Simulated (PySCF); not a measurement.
# Exercise with solution: chemical shift, span and skew from a shielding tensor

Si(F)(Cl)(OMe)(NH2) (CH5ClFNOSi), SMILES CO[Si](N)(F)Cl. Atoms are numbered in the order given.

```xyz
11

C     -1.9727    -0.4132    -1.3336
O     -1.1779     0.5827    -0.7200
Si     0.2955     0.3223    -0.0557
N      1.4132    -0.2475    -1.2046
F      0.6845     1.7414     0.6091
Cl     0.2267    -1.0641     1.4691
H     -1.4120    -0.9548    -2.1155
H     -2.3318    -1.1477    -0.5919
H     -2.8442     0.0737    -1.7956
H      2.2223    -0.7888    -0.9196
H      1.5817     0.2720    -2.0608
```

The structure is a stationary point at B3LYP-D3(BJ)/def2-SVP. The structure was generated by enumeration, and PubChem lists no compound with its InChIKey, so it may never have been made. The values are those of a single conformer.

GIAO shieldings from PBE/pcSseg-1 run with PySCF, non-relativistic, no solvent. The symmetric part of the tensor of C1 has the principal values 96.3, 97.9, 179.8 ppm. The same nucleus in TMS has σ = 182.0 ppm at this level (PySCF, at its B3LYP-D3(BJ)/def2-TZVP geometry). Without spin–orbit terms, shifts of atoms bonded to Cl or Br come out too high.

**Question.** Work out the isotropic shielding, the ¹³C shift against TMS, the span and the skew.

**Answer.** 
σ(iso) = (σ11 + σ22 + σ33)/3 = 124.7 ppm. δ = σ(ref) − σ(iso) = 182.0 − (124.7) = 57.3 ppm.
Span Ω = σ33 − σ11 = 83.5 ppm. Skew κ = 3(σ(iso) − σ22)/Ω = 0.96. Tumbling in solution averages the tensor to δ; in a static solid the shielding alone would spread this spin-1/2 line over Ω.
